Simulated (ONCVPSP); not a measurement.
## Before and after: ONCV potential for Ga (Z = 31)

Ga (Z = 31), optimised norm-conserving Vanderbilt (ONCV), made with ONCVPSP 4.0.1 (PBEsol, scalar-relativistic). Core [Ne], reference 3s2 3p6 3d10 4s1 (charge +2). Waves: 3s+4s: rc 0.90 bohr, ncon 4, nbas 8, qcut 17.6 1/bohr, 3 projectors, debl 2.7 Ha; 3p: rc 0.80 bohr, ncon 3, nbas 7, qcut 20.9 1/bohr, 2 projectors, debl 3.7 Ha; 3d: rc 0.90 bohr, ncon 3, nbas 7, qcut 15.3 1/bohr, 1 projector. Local part: polynomial inside 0.55 bohr (lpopt 5, dvloc0 0 Ha). Core correction: Teter function, fcfact 2.5, rcfact 1.45.

In the p channel the program set the typed energies aside and used -4.375, 0.250 Ha.

Change: d: rc 0.86.

Cutoffs: the cutoffs (Ha) at which the residual kinetic energy of the hardest occupied pseudo-wave falls to 1 and 0.1 mHa per electron; they do not see the model core or the augmentation charge, which bear on the density cutoff. Errors are all-electron minus pseudo energies relative to the spin-unpolarised reference configuration.

What does the change do?

The potential gets neither clearly harder nor softer (125 Ha and 153 Ha → 125 Ha and 153 Ha); of the 4 tests that both files solve, the error grows in 1 and shrinks in 3 by more than 15 % and 0.3 meV (median size 40.5 → 2.5 meV); neither file shows a bound ghost.

| quantity | base | changed |
| --- | --- | --- |
| cutoff, loose | 125 Ha | 125 Ha |
| cutoff, tight | 153 Ha | 153 Ha |
| loose cutoff by channel | s 91 Ha, p 125 Ha, d 101 Ha | s 91 Ha, p 125 Ha, d 104 Ha |
| bound ghosts | none | none |
| GHOST(+) flags under 300 eV | none | none |
| error for 3s2 3p6 3d10 4s2 4p1, meV [ΔE -26.82 eV] | +41 | +2.8 |
| error for 3s2 3p6 3d10 4s2, meV [ΔE -21.14 eV] | +40 | +2.1 |
| error for 3s2 3p6 3d10 4s0, meV [ΔE 31.12 eV] | +37 | -1.4 |
| error for 3s1 3p6 3d10 4s2 4p1, meV [ΔE 130.54 eV] | -42 | -71 |
| s: phases at 0.92 bohr within 0.05 rad from the reference energy up to (Ha; the scan ends near 5) | to the end of the scan | to the end of the scan |
| p: phases at 0.81 bohr within 0.05 rad from the reference energy up to (Ha; the scan ends near 5) | to the end of the scan | to the end of the scan |
| rms error of d²Exc/dni dnj with the model core, mHa | 1.34 | 1.34 |
